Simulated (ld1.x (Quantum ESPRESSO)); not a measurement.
# cobalt: one change to a TM potential, before and after

cobalt, norm-conserving Troullier–Martins (Kleinman–Bylander form), made with ld1.x (Quantum ESPRESSO) 7.5 (PBEsol, scalar-relativistic). Core [Ar], reference 3d8 4s1 4p0. Waves: 4p (bound, empty): rc 2.90 bohr; 3d (bound): rc 1.10 bohr; 4s (bound): rc 2.05 bohr. Local part: the s channel. Core correction: Bessel-smoothed model core inside 0.60 bohr.

All-electron outer shells of the reference configuration (PBEsol, scalar-relativistic, ld1.x):

| shell | level (eV) | outermost node (bohr) | outermost maximum (bohr) |
| --- | --- | --- | --- |
| 3s | -97.34 | 0.31 | 0.67 |
| 3p | -60.84 | 0.28 | 0.68 |
| 4s | -4.38 | 0.97 | 2.44 |
| 3d | -4.26 | – | 0.67 |
| 4p | -0.76 | 1.07 | 3.64 |

Change: wave 4s (bound): rc 2.05 bohr becomes 4s (bound): rc 1.32 bohr.

Cutoffs: the cutoffs (Ry, on a coarse ladder) from which the occupation-weighted sum of valence levels, in a spherical-Bessel basis at the reference potential, stays within 10 and 1 mRy of its value at 400 Ry; they do not see the model core or the augmentation charge, which bear on the density cutoff. Errors are all-electron minus pseudo energies relative to the spin-unpolarised reference configuration.

Problem. How do hardness, ghosts and transferability respond?

Solution. The potential gets neither clearly harder nor softer (180 Ry and 300 Ry → 180 Ry and 300 Ry); a bound ghost appears in p, which as a rule spoils a file; the number of tests that count goes from 7 to 6; of the 6 tests that both files solve, the error grows in 0 and shrinks in 4 by more than 15 % and 0.3 meV (median size 254.3 → 133.8 meV); the range in which the s phases agree narrows (upper end 1.9 → 0.0). Less of the atom is replaced, so other configurations are described better.

```csv
quantity,base,changed
"cutoff, loose",180 Ry,180 Ry
"cutoff, tight",300 Ry,300 Ry
loose cutoff by channel (10 mRy a level),"d 160 Ry, s 8 Ry","d 160 Ry, s 40 Ry"
bound ghosts,none,p
"tests counted (converged, no solver errors)",7 of 7,6 of 7
"error for 3d7 4s2 4p0, meV [ΔE 1.21 eV]",-276,+49
"error for 3d7 4s1 4p0, meV [ΔE 10.26 eV]",-221,+163
"error for 3d7 4s0 4p0, meV [ΔE 26.96 eV]",-214,-186
"error for 3d7 4s1.5 4p0, meV [ΔE 4.83 eV]",-247,+105
"error for 3d6 4s0 4p0, meV [ΔE 62.79 eV]",-1458,-1337
"error for 3d7 4s1 4p1, meV [ΔE 5.60 eV]",-262,+42
s: phases at 3.15 bohr within 0.05 rad from the reference energy up to (Ry; the scan ends near 5),1.9,0.0
p: phases at 3.15 bohr within 0.05 rad from the reference energy up to (Ry; the scan ends near 5),3.0,2.8
d: phases at 3.15 bohr within 0.05 rad from the reference energy up to (Ry; the scan ends near 5),0.6,0.7
```

Changed file: Tests not counted: 3d6 4s2 4p1 (solver errors, printed error -793 eV). These tests converged, but a pseudo level misses the all-electron one widely, so the file describes the atom poorly there or has found another state: 3d7 4s0 4p0: empty 4s by 3.4 eV. A true bound ghost makes a file unfit for plane-wave use even where its test errors are small: the radial tests pick states by their node count and pass the ghost by. Where a test does run into it, the solver fails or the error is huge.
